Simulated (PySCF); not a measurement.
## Electron correlation in Se⁺ (selenium, charge +1)

[Ar] 3d10 4s2 4p3, high-spin 4S determinant. Computed with PySCF 2.14 in cc-pVDZ-DK (5s4p2d, 27 functions), with the spin-free X2C one-electron Hamiltonian (Gaussian nucleus). Frozen: [Ar] 3d10; 5 electrons correlated.

MP2 pair energies summed by pair of shells (mhartree):

```csv
pair,energy,share (%)
4s-4p,-36.71,65.3
4p-4p,-13.12,23.3
4s-4s,-6.38,11.3
```

Total MP2 correlation energy: -56.21 mhartree.

Same-spin part -15.07 and opposite-spin part -41.14 mhartree; SCS-MP2 scales them by 1/3 and 6/5 to -54.39 mhartree.

```
  level  correlation energy (mhartree)
   CCSD                         -70.88
    (T)                          -0.62
CCSD(T)                         -71.50
```

Diagnostics: T1 = 0.0012, D1 = 0.0033, largest double amplitude 0.057.

Problem. Is a single reference adequate?

Solution. Yes, within this model without spin-orbit coupling: T1 lies below 0.03 and no double amplitude reaches 0.07.
